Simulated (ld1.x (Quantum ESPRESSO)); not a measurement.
Scattering properties, TM potential for Zn

Zn, norm-conserving Troullier–Martins (Kleinman–Bylander form), made with ld1.x (Quantum ESPRESSO) 7.5 (PW91, scalar-relativistic). Core [Ar], reference 3d10 4s1 4p0 (charge +1). Waves: 4p (bound, empty): rc 2.60 bohr; 3d (bound): rc 0.95 bohr; 4s (bound): rc 1.65 bohr. Local part: the s channel. Core correction: Bessel-smoothed model core inside 0.85 bohr.

The phase is arctan(r·u′/u) with u = r·R(r), unwrapped; energies in Ry, scanned from -3 to 5 Ry. A pole is an energy at which the radial function vanishes at the test radius. The pseudo phase is shifted by a multiple of π to meet the all-electron one at the reference energy, and phase errors are pseudo minus all-electron; the curves can meet again beyond the range given. Levels narrower than the energy grid can be missing from the lists of poles.

```json
{"channel": "s", "radius (bohr)": "2.84", "reference energy (Ry)": "-1.03", "poles, all-electron": "-0.18", "poles, pseudo": "-0.18", "unbroken range about the reference energy with phases within 0.05 rad": "below 1.6", "phase error 1 Ry above the reference energy (rad)": "-0.002"}
{"channel": "p", "radius (bohr)": "2.84", "reference energy (Ry)": "-0.58", "poles, all-electron": "0.78", "poles, pseudo": "0.78", "unbroken range about the reference energy with phases within 0.05 rad": "the whole range", "phase error 1 Ry above the reference energy (rad)": "-0.001"}
{"channel": "d", "radius (bohr)": "2.84", "reference energy (Ry)": "-1.46", "poles, all-electron": "-1.42, 2.54", "poles, pseudo": "-1.42, 3.12", "unbroken range about the reference energy with phases within 0.05 rad": "below 0.0", "phase error 1 Ry above the reference energy (rad)": "+0.016"}
```

Phases in the p channel:

| E (Ry) | all-electron | pseudo |
| --- | --- | --- |
| -3.00 | 1.325 | 1.324 |
| -2.76 | 1.308 | 1.308 |
| -2.52 | 1.289 | 1.288 |
| -2.28 | 1.264 | 1.264 |
| -2.04 | 1.233 | 1.232 |
| -1.80 | 1.190 | 1.189 |
| -1.56 | 1.128 | 1.127 |
| -1.32 | 1.031 | 1.030 |
| -1.08 | 0.858 | 0.857 |
| -0.84 | 0.498 | 0.498 |
| -0.60 | -0.215 | -0.215 |
| -0.36 | -0.885 | -0.885 |
| -0.12 | -1.211 | -1.211 |
| 0.12 | -1.373 | -1.373 |
| 0.36 | -1.468 | -1.469 |
| 0.60 | -1.533 | -1.534 |
| 0.84 | -1.582 | -1.583 |
| 1.08 | -1.622 | -1.624 |
| 1.32 | -1.659 | -1.661 |
| 1.56 | -1.694 | -1.697 |
| 1.80 | -1.732 | -1.734 |
| 2.04 | -1.774 | -1.777 |
| 2.28 | -1.825 | -1.829 |
| 2.52 | -1.892 | -1.897 |
| 2.76 | -1.991 | -1.996 |
| 3.00 | -2.151 | -2.156 |
| 3.24 | -2.450 | -2.447 |
| 3.48 | -3.012 | -2.985 |
| 3.72 | -3.675 | -3.631 |
| 3.96 | -4.076 | -4.040 |
| 4.20 | -4.282 | -4.254 |
| 4.44 | -4.399 | -4.376 |
| 4.68 | -4.474 | -4.454 |
| 4.92 | -4.526 | -4.508 |
